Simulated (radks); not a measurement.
Results of a calculation; reference values are marked as such.
These are the eigenvalues of the occupied orbitals of an atom or ion with whole-number occupations (hartree). Level of theory: Dirac Kohn-Sham, Slater X-alpha with alpha = 0.68, spin-unpolarised, spherical densities, finite nucleus; Fermi nuclear charge, rms radius of each element as measured or else 0.836 A^(1/3) + 0.57 fm (a radial shooting solver on a logarithmic mesh with Libxc functionals).

1s1/2: -1902.273
2s1/2: -315.4311
2p1/2: -299.9288
2p3/2: -272.5110
3s1/2: -70.09560
3p1/2: -63.32866
3p3/2: -57.66997
3d3/2: -45.95390
3d5/2: -44.71770
4s1/2: -14.01482
4p1/2: -11.36231
4p3/2: -10.09589
4d3/2: -5.71628
4d5/2: -5.48749
5s1/2: -1.94081
5p1/2: -1.22585
5p3/2: -1.06319
4f5/2: -0.32721
6s1/2: -0.30064
4f7/2: -0.29822

Which element is it, and in what charge state? The configuration may be excited. Open shells, if any, are shared by 2j + 1.

Answer. Z = 65, terbium, charge +1: Tb+ in [Xe] 4f9 6s1. The list shows which subshells hold electrons but not how many an open one holds; the 1s level, -1902.3 hartree, gives Z - s = 61.7 by -(Z - s)^2/2, which with screening and relativity narrows Z to a few neighbours, and the depths of the outer levels then fix element, charge and occupations together.
